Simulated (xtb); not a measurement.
B(F)(SH)2 (BFH2S2), SMILES FB(S)S. All values are semi-empirical tight-binding results from xtb (GFN2-xTB unless named), good for trends rather than for accurate numbers. Geometry optimised at GFN2-xTB. Other conformers were not sampled.

Computed properties:
The point group as xtb finds it is C2v and the orbital gap is 4.35 eV. The zero-point energy is 15.2 kcal/mol, the G − E(el) at 298.15 K (modified RRHO) is -2.6 kcal/mol and the static polarisability (D4 model) comes out as 56.2 bohr³. The solvation energy, GFN2-xTB/ALPB(water) is -3.6 kcal/mol and the solvation energy, GFN2-xTB/ALPB(octanol) is -3.7 kcal/mol.
